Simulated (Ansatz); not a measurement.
Geometry optimisation, RHF/6-31G* (Ansatz 0.2.0).

Input file:

```yaml
crystal:
  periodic: [false, false, false]
  atoms:
    - { symbol: Si, position_ang: [0.0, 0.0, 0.0] }
    - { symbol: O, position_ang: [0.0, 0.0, 1.68] }
    - { symbol: Si, position_ang: [-1.3147, -0.4067, 2.6436] }
    - { symbol: H, position_ang: [-2.239, -1.2403, 1.8804] }
    - { symbol: H, position_ang: [-0.8506, -1.1432, 3.8157] }
    - { symbol: H, position_ang: [-1.9987, 0.8095, 3.0733] }
    - { symbol: O, position_ang: [1.5842, 0.0, -0.5594] }
    - { symbol: Si, position_ang: [2.4906, -1.3762, -0.8866] }
    - { symbol: H, position_ang: [1.6598, -2.3521, -1.5857] }
    - { symbol: H, position_ang: [3.6318, -1.0202, -1.7249] }
    - { symbol: H, position_ang: [2.9691, -1.9538, 0.366] }
    - { symbol: H, position_ang: [-0.6877, 1.1914, -0.4862] }
    - { symbol: H, position_ang: [-0.6877, -1.1914, -0.4862] }
basis:
  gaussian: { orbitals: "6-31G*" }
hamiltonian:
  xc: hf
relax:
  f_tol: 0.02
  max_steps: 40
output:
  orbitals: {}
```

Run as:

```bash
$ ansatz run input.yaml --threads 1 --pin off --max-ram 2048MiB --backend cpu --events-out ev --progress --plain --runs-dir out
```

Problem. Where does it end, and by what steps?

Solution. It converged. The force dipped under the threshold on the way, but the program's further checks kept it going. After 28 steps the energy has fallen by 0.383 eV; H13 moved furthest, 1.29 Å.

| step | energy less start (eV) | largest force component (eV/Å) | accepted |
| --- | --- | --- | --- |
| 0 | 0.0000 | 1.681 | yes |
| 1 | -0.1227 | 1.101 | yes |
| 2 | -0.2409 | 0.393 | yes |
| 3 | -0.3231 | 0.162 | yes |
| 4 | -0.3570 | 0.059 | yes |
| 5 | -0.3721 | 0.058 | yes |
| 6 | -0.3621 | 0.319 | no |
| 7 | -0.3748 | 0.032 | yes |
| 8 | -0.3755 | 0.086 | yes |
| 9 | -0.3756 | 0.126 | yes |
| 10 | -0.3780 | 0.013 | yes |
| 11 | -0.3785 | 0.026 | yes |
| 12 | -0.3780 | 0.172 | no |
| 13 | -0.3793 | 0.069 | yes |
| 14 | -0.3785 | 0.161 | no |
| 15 | -0.3797 | 0.081 | yes |
| 16 | -0.3799 | 0.096 | yes |
| 17 | -0.3800 | 0.115 | yes |
| 18 | -0.3804 | 0.081 | yes |
| 19 | -0.3813 | 0.013 | yes |
| 20 | -0.3817 | 0.037 | yes |
| 21 | -0.3818 | 0.055 | yes |
| 22 | -0.3820 | 0.067 | yes |
| 23 | -0.3822 | 0.037 | yes |
| 24 | -0.3824 | 0.008 | yes |
| 25 | -0.3824 | 0.023 | yes |
| 26 | -0.3825 | 0.030 | yes |
| 27 | -0.3825 | 0.026 | yes |
| 28 | -0.3826 | 0.013 | yes |

```xyz
13
Properties=species:S:1:pos:R:3
Si -0.292 0.080 -0.367
O -0.868 -0.465 1.049
Si -1.237 -0.559 2.635
H -2.474 -1.340 2.801
H -0.144 -1.222 3.368
H -1.438 0.791 3.194
O 1.239 -0.407 -0.593
Si 2.510 -1.431 -0.626
H 2.114 -2.723 -1.217
H 3.584 -0.837 -1.439
H 3.010 -1.664 0.741
H -0.311 1.549 -0.371
H -1.135 -0.455 -1.444
```

The run took 92 s on 1 thread of Arm Neoverse V1 (shared host), peak memory 0.22 GiB.
